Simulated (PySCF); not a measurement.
Species: C6H13PSi.
Numbering: `[CH3:1]/[C:2]([SiH3:3])=[P:4]/[CH:5]1[CH2:6][CH2:7][CH2:8]1` (hydrogens: H9, H10, H11 on C1; H12, H13, H14 on Si3; H15 on C5; H16, H17 on C6; H18, H19 on C7; H20, H21 on C8)

Structure used (PBE0-D3(BJ)/def2-SVP), in Å, numbered top down from 1:
```
atom  x, y, z in Å
C1    -3.1111    0.4295    1.0912
C2    -1.7838   -0.0053    0.5231
Si3   -1.8580   -0.8477   -1.1550
P4    -0.4016    0.3205    1.4216
C5     1.0273   -0.2677    0.3959
C6     2.4414    0.0269    0.9494
C7     2.8983    0.3397   -0.4869
C8     1.4216    0.5124   -0.8840
H9    -3.6231    1.1342    0.4123
H10   -3.7911   -0.4308    1.2145
H11   -3.0025    0.9245    2.0696
H12   -1.7999    0.1650   -2.2567
H13   -3.1617   -1.5740   -1.2726
H14   -0.7489   -1.8264   -1.3589
H15    0.9153   -1.3423    0.1752
H16    2.9512   -0.7806    1.4956
H17    2.4433    0.9280    1.5848
H18    3.5729    1.1962   -0.6362
H19    3.3453   -0.5422   -0.9710
H20    1.0993    1.5648   -0.8295
H21    1.0876    0.0998   -1.8480
```

All values: PBE0/pcSseg-1 (PySCF, non-relativistic), on one gas-phase PBE0-D3(BJ)/def2-SVP geometry that isn't relaxed in the solvent. The solvent is an IEF-PCM continuum (van der Waals radii × 1.2). The model holds no explicit solvent molecules, cavitation or dispersion.

Gas phase at PBE0/pcSseg-1: HOMO -6.98 eV, LUMO -1.71 eV, dipole 0.71 D.

**Question.** What does the continuum do to the energy, the frontier levels and the dipole at PBE0/pcSseg-1 in acetone and dimethylsulfoxide?

**Answer.** 
```csv
solvent,ε,E(solvent) − E(gas) (kcal/mol),polarisation term (kcal/mol),distortion of the solute (kcal/mol),HOMO (eV),LUMO (eV),dipole (D)
acetone,20.49,-1.82,-2.07,0.25,-6.97,-1.72,1.07
dimethylsulfoxide,46.83,-1.91,-2.19,0.28,-6.97,-1.72,1.09
```

The polarisation term is half the interaction of the solute with the surface charges that it induces; the rest is the cost of distorting the solute's density. The sum is the electrostatic part of solvation alone. From acetone to dimethylsulfoxide the lowering changes by a factor 1.05, Onsager's factor (ε − 1)/(2ε + 1) by 1.04 and ε itself by 2.3.

**Question.** Give the dipole vector in the frame of the coordinates (D, pointing from negative to positive charge), gas and dimethylsulfoxide.

**Answer.** Gas (0.36, -0.18, -0.59), solvent (0.34, -0.37, -0.97). Its length changes by +53 % and its direction by 12°.

**Question.** Which Hirshfeld charges (PBE0/pcSseg-1) respond most in acetone (means over atoms taken as equivalent)?

**Answer.** 
```
     atoms                     environment  gas (e)  solvent (e)  change
        P4        phosphorus bonded to 2 C   +0.099       +0.071  -0.028
       H15                methine hydrogen   +0.035       +0.039  +0.004
       Si3                    SiH3 silicon   +0.292       +0.295  +0.003
H9/H10/H11                 methyl hydrogen   +0.043       +0.046  +0.003
       H19              methylene hydrogen   +0.040       +0.042  +0.002
        C5  sp3 carbon bound to phosphorus   -0.078       -0.076  +0.002
```
